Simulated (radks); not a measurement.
Er+, 67 electrons, occupied as [Xe] 4f12 6s1.

All-electron calculation, scalar-relativistic Kohn-Sham, PBEsol, spin-polarised, spherical densities, point nucleus; open shells are filled with parallel spins first (spin-orbit coupling, left out, can overturn this in heavy ions). Program: a radial shooting solver on a logarithmic mesh with Libxc functionals.

Energy parts (eV):
part                      energy
total                 -355978.88
kinetic                385964.25
electron-nucleus      -873389.31
Hartree                138883.79
exchange-correlation    -7437.61

Orbitals (lengths in bohr, moments of r in powers of bohr; <r^-3> diverges for s and p1/2):
| orbital | occ. | eigenvalue (eV) | <r^-3> |
|---|---|---|---|
| 1s up | 1 | -57360.86 | - |
| 1s down | 1 | -57360.85 | - |
| 2s up | 1 | -9642.056 | - |
| 2s down | 1 | -9642.022 | - |
| 2p up | 3 | -8529.268 | 14320 |
| 2p down | 3 | -8529.242 | 14320 |
| 3s up | 1 | -2165.577 | - |
| 3s down | 1 | -2164.719 | - |
| 3p up | 3 | -1827.148 | 3083 |
| 3p down | 3 | -1826.292 | 3085 |
| 3d up | 5 | -1403.440 | 409.2 |
| 3d down | 5 | -1402.781 | 409.5 |
| 4s up | 1 | -432.8582 | - |
| 4s down | 1 | -431.0848 | - |
| 4p up | 3 | -321.5525 | 696.7 |
| 4p down | 3 | -319.8049 | 696.2 |
| 4d up | 5 | -172.5435 | 77.60 |
| 4d down | 5 | -170.8234 | 77.49 |
| 4f up | 7 | -10.4336 | 10.65 |
| 4f down | 5 | -8.9049 | 10.50 |
| 5s up | 1 | -58.9440 | - |
| 5s down | 1 | -58.0453 | - |
| 5p up | 3 | -33.3614 | 86.10 |
| 5p down | 3 | -32.6320 | 85.10 |
| 6s up | 1 | -9.4662 | - |
| 6s down | 0 | -8.4095 | - |

The highest occupied level is 4f down at -8.905 eV. The density falls to 0.001 e/bohr^3 at r = 4.37 bohr. Summed over all electrons, <r^2> = 52.12 bohr^2, which gives a Langevin (diamagnetic) susceptibility term of -41.3 x 10^-6 cm^3/mol. For comparison, the ionisation energy in NIST's Atomic Spectra Database is 11.92 eV (semi-empirical). In exact Kohn-Sham theory the highest level is minus the ionisation energy, but local and semilocal functionals leave it too shallow, through self-interaction and a potential that decays too fast; potentials with the right tail come closer.
